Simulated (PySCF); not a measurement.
Species: C6H7FN (doublet state).
SMILES with atom numbers: `[H]/[N:1]=[CH:2]\[C:3]1[C@H:4]([F:5])[C:6]12[CH2:7][CH2:8]2` (hydrogens: H9 on N1; H10 on C2; H11 on C4; H12, H13 on C7; H14, H15 on C8)

Cartesian coordinates in Å at the GFN2-xTB level; atoms count from 1:
```
atom  x, y, z in Å
N1     2.548   -1.192   -0.633
C2     2.156   -0.416    0.321
C3     0.900    0.154    0.466
C4    -0.026    0.949    1.294
F5    -0.418    0.459    2.516
C6    -0.460    0.234    0.055
C7    -1.304    0.553   -1.142
C8    -1.574   -0.687   -0.350
H9     1.827   -1.383   -1.328
H10    2.899   -0.184    1.078
H11    0.021    2.033    1.342
H12   -0.841    0.459   -2.113
H13   -1.989    1.384   -1.055
H14   -2.439   -0.711    0.296
H15   -1.304   -1.645   -0.768
```

The hyperfine couplings belong to this conformer and change with its torsions.

Computed, not measured: UKS B3LYP, pcH-1 on C F H N, non-relativistic, mean-field spin-orbit, GIAO in PySCF 2.14.0. The structure is a single GFN2-xTB conformer in the gas phase; no vibrational or solvent corrections. A GFN2-xTB geometry isn't a minimum of the functional, and hyperfine couplings can be far from their values at a DFT geometry. Stability of the SCF solution: not tested.

Question: The isotropic 13C couplings are +65.2, -40.8, +30.7, -28.7, +28.1, -14.0 MHz. Assign them to C2; C3; C4; C6; C7; C8.

Answer: 
| site | a_iso (MHz) | ρ(0) (bohr⁻³) | position | distance from C3 (Å) | spin population | largest \|T\| (MHz) |
| --- | --- | --- | --- | --- | --- | --- |
| C2 | -40.8 | -0.0363 | 1 bond from N1 | 1.39 | -0.20 | 24.9 |
| C3 | +65.2 | +0.0580 | largest spin population | 0.00 | +0.65 | 107.0 |
| C4 | -14.0 | -0.0124 | 1 bond from C3 | 1.48 | -0.03 | 3.8 |
| C6 | -28.7 | -0.0256 | 1 bond from C3 | 1.42 | -0.06 | 4.5 |
| C7 | +30.7 | +0.0273 | 2 bonds from C3 | 2.76 | +0.08 | 15.9 |
| C8 | +28.1 | +0.0250 | 2 bonds from C3 | 2.74 | +0.07 | 15.6 |

ρ(0) is the spin density at the nucleus and T the dipolar tensor. Largest spin populations (Mulliken): C3 (+0.65), N1 (+0.47), C2 (-0.20) and C7 (+0.08). The angles at C3 add up to 359.3°, so it is planar. Main spin sites, with 60 % or more of the largest population: N1, C3; positions count bonds from the nearest.

The spin density at the nucleus, in bohr⁻³, is negative for C2 (-0.0363), C6 (-0.0256) and C4 (-0.0124), for instance. A restricted open-shell determinant has no negative spin density anywhere; here it arises because α and β orbitals differ (spin polarisation).
